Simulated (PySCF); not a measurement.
## Ionisation energy of As(10+) by level of theory

As(10+) [Ar] 3d5 [3d3/2^4 3d5/2^1, M_J = 5/2] → As(11+) [Ar] 3d4 [3d3/2^4, M_J = 0], as a difference of total energies. All numbers are calculated (PySCF 2.14, the two-component X2C-1e Hamiltonian, in an uncontracted even-tempered set (17 s from 0.64 bohr⁻², ratio 2.8; 12 p from 0.83 bohr⁻², ratio 2.8; 8 d from 0.83 bohr⁻², ratio 2.8; 4 f from 3.7 bohr⁻², ratio 3)). Correlated levels: [Ne] frozen; the 70 highest virtual spinors dropped. "Screened" scales the spin-orbit matrix elements by Boettger's factors to mimic the two-electron term; Breit and QED terms are absent.

```
                    method  ionisation energy (eV)
           GHF (spin-free)                  296.51
          GMP2 (spin-free)                  297.09
 GHF (screened spin-orbit)                  296.06
GMP2 (screened spin-orbit)                  296.64
```

Q: How much does correlation contribute at GMP2 (screened spin-orbit)?

A: 296.64 − (296.06) = 0.58 eV, measured against GHF (screened spin-orbit).

The spin-free rows relax to the high-spin LS determinant and lack the spin-orbit shift.

The labels give the starting determinants; with spin-orbit coupling the two ends relaxed to ⟨J²⟩ = 8.75, ⟨L²⟩ = 0.02, ⟨S²⟩ = 8.72 and ⟨J²⟩ = 3.63, ⟨L²⟩ = 5.95, ⟨S²⟩ = 5.94.

The determinant of As(11+) mixes levels of different J (the jj label is only the starting occupation), so the difference between spin-free and spin-orbit rows is not the physical spin-orbit shift.

For comparison: 296 ± 2.4 eV (theoretical estimate listed by NIST; NIST Atomic Spectra Database, ionization energies).
